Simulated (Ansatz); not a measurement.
Geometry optimisation, RHF/def2-SVP (Ansatz 0.2.0).

input.yaml

```yaml
crystal:
  periodic: [false, false, false]
  atoms:
    - { symbol: W, position_ang: [0.533382, 0.09131, -0.123907] }
    - { symbol: H, position_ang: [0.577439, 0.29832, 1.571322] }
    - { symbol: H, position_ang: [1.884227, -0.09382, 0.831279] }
    - { symbol: Cl, position_ang: [1.185692, 2.283809, -0.264699] }
    - { symbol: Cl, position_ang: [-3.91558, 0.401606, 0.1735] }
    - { symbol: Cl, position_ang: [0.204638, -2.138426, 0.279556] }
    - { symbol: Cl, position_ang: [-0.257819, -0.00377, -2.378155] }
    - { symbol: Br, position_ang: [-2.55353, 1.023926, 1.715399] }
    - { symbol: H, position_ang: [-1.129848, 0.598445, 0.909705] }
basis:
  gaussian: { orbitals: def2-SVP }
hamiltonian:
  xc: hf
relax:
  f_tol: 0.03
  max_steps: 50
```

Run as:

```bash
$ ansatz run input.yaml --threads 4 --pin off --max-ram 5120MiB --backend cpu --events-out ev --progress --plain --runs-dir out
```

Problem. Where does it end, and by what steps?

Solution. The forces met the threshold. The force dipped under the threshold on the way, but the program's further checks kept it going. After 19 steps the energy has fallen by 2.480 eV; Br8 moved furthest, 1.67 Å. Parted: Br8–H9 (1.69 → 3.91 Å). Joined: H2–H3 (1.55 → 0.79 Å).

```
step  energy less start (eV)  largest force component (eV/Å)  accepted
   0                  0.0000                           3.601       yes
   1                 -0.9396                           2.538       yes
   2                 -1.5589                           0.851       yes
   3                 -1.7544                           0.422       yes
   4                 -1.8513                           0.224       yes
   5                 -1.9066                           0.476       yes
   6                 -2.0018                           0.872       yes
   7                 -2.1567                           1.910       yes
   8                 -1.9221                           5.232        no
   9                 -2.3167                           1.119       yes
  10                 -2.4367                           0.570       yes
  11                 -2.4659                           0.278       yes
  12                 -2.4671                           0.332       yes
  13                 -2.4760                           0.044       yes
  14                 -2.4769                           0.037       yes
  15                 -2.4780                           0.106       yes
  16                 -2.4787                           0.031       yes
  17                 -2.4793                           0.018       yes
  18                 -2.4797                           0.085       yes
  19                 -2.4799                           0.028       yes
```

```xyz
9
Properties=species:S:1:pos:R:3
W 0.609 0.054 -0.374
H 1.056 0.184 1.563
H 1.749 -0.006 1.242
Cl 1.581 2.122 -0.474
Cl -4.188 0.495 0.421
Cl 0.631 -2.195 0.039
Cl -0.125 -0.046 -2.582
Br -4.039 1.396 2.382
H -0.745 0.458 0.497
```

Whether the end is a true minimum wasn't checked by a vibrational analysis.

Run time: 90 s on 4 threads of Arm Neoverse V1 (shared host), peak memory 0.57 GiB.
